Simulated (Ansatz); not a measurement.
Reaction (ligand exchange at a B–Br bond): `OB(O)Br` + H₂S → `OB(O)S` + HBr

Program: Ansatz. Geometries: PBE0-D4/def2-TZVP. ΔE: electronic, gas phase. CBS: MP2 limit from def2 TZ/QZ plus the TZ coupled-cluster correction, frozen cores. This one scheme is used for every species. For Br outer-core shells are correlated without core-valence functions, which leaves a few kJ/mol of doubt a bond. Scalar relativity is left out up to krypton. Each species was taken in one conformer, which may not be the lowest.

```csv
species,CCSD(T)/CBS(def2) energy (Eh)
`OB(O)Br`,-2749.81643
H₂S,-398.97279
`OB(O)S`,-574.86140
HBr,-2573.91920
```

(1) Work out ΔE.

Largest T1 diagnostic among the species: 0.012.

Results:

(1) ΔE = (-574.86140) + (-2573.91920) − (-2749.81643) − (-398.97279) = 0.00862 Eh = +5.4 kcal/mol.

Leaving LDA and LC-ωPBE aside and taking each functional with its dispersion term where it has one, the values, not all of them listed here, spread over 1.1 kcal/mol, from revPBE-D4 to BHLYP-D4.
